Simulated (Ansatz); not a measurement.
A further run on Zn10O10.

```yaml
crystal:
  periodic: [false, false, false]
  atoms:
    - {symbol: Zn, position_ang: [-2.191094, -2.167456, -0.862745]}
    - {symbol: Zn, position_ang: [-1.969024, 1.023182, -0.923332]}
    - {symbol: Zn, position_ang: [-2.699780, -0.467436, 1.146944]}
    - {symbol: Zn, position_ang: [-1.251987, 2.641880, 1.448972]}
    - {symbol: Zn, position_ang: [0.873840, -2.391856, -1.139558]}
    - {symbol: Zn, position_ang: [-0.462906, -2.848870, 1.065938]}
    - {symbol: Zn, position_ang: [2.409027, -1.161659, 0.797619]}
    - {symbol: Zn, position_ang: [1.182638, 0.816420, -1.641598]}
    - {symbol: Zn, position_ang: [0.713334, 3.141749, -0.341259]}
    - {symbol: Zn, position_ang: [3.145048, 1.430790, 0.265133]}
    - {symbol: O, position_ang: [-3.051579, -0.517572, -0.918342]}
    - {symbol: O, position_ang: [-0.749088, -3.319102, -1.034024]}
    - {symbol: O, position_ang: [-2.216266, -2.255603, 1.306652]}
    - {symbol: O, position_ang: [-0.406040, 1.863828, -1.464323]}
    - {symbol: O, position_ang: [-2.495064, 1.395986, 1.057147]}
    - {symbol: O, position_ang: [0.058446, 3.827349, 1.246559]}
    - {symbol: O, position_ang: [1.920662, -0.846273, -1.272931]}
    - {symbol: O, position_ang: [1.383167, -2.723471, 0.851161]}
    - {symbol: O, position_ang: [3.474517, 0.170758, 1.476790]}
    - {symbol: O, position_ang: [2.332151, 2.387366, -1.064802]}
basis:
  gaussian: {orbitals: 6-31G}
magnetization: {spin_polarized: false, initial_magnetization: 2}
hamiltonian: {xc: {name: wB97}, pseudopotentials: {relativity: none}}
```

```sh
$ ansatz run in.yaml --threads 2 --pin off --events-out ev --progress --plain --max-ram 32768MiB --backend cuda --devices 0, --max-vram 18GiB
```

Output, abridged:

```
Functional definition: wB97
4680 factors; their error is unknown
893 factors; integrals over basis functions are off by at most 2.5e-4 eV
mean field evaluation 1: about -504569.6630 eV, gradient 1.8e2 eV
mean field evaluation 2: about -504505.0517 eV, gradient 2.7e2 eV
mean field evaluation 4: about -504619.1147 eV, gradient 3.9e1 eV
mean field evaluation 8: about -504623.3212 eV, gradient 8.9e0 eV
mean field evaluation 16: about -504623.6699 eV, gradient 2.2e-1 eV
mean field evaluation 32: about -504623.5526 eV, gradient 3.0e-3 eV
mean field evaluation 64: about -504371.5073 eV, gradient 2.7e2 eV
mean field evaluation 96: about -504453.3410 eV, gradient 2.1e2 eV
mean field evaluation 128: about -504623.0058 eV, gradient 9.9e0 eV
mean field -504623.59286147 eV, -18544.5749915026 hartree, gradient 5.0e-6 eV, S^2 2.000000; 12 other end points of the search recorded, 0 dependent functions left out
reference -504623.59284271 eV, -18544.5749908134 hartree; 191, 189 occupied and 189, 191 virtual orbitals, 4680 factors
Total energy: -504623.59284271 eV, -18544.5749908134 hartree
```

Run time 97 s (2 threads of AMD EPYC 7R13 on a shared host and a share (18 GiB) of an NVIDIA H100 80GB HBM3), peak host memory 1.8 GiB.

The 6-31G sets use Cartesian d functions.

With spin_polarized false and unpaired electrons the run is restricted open-shell.
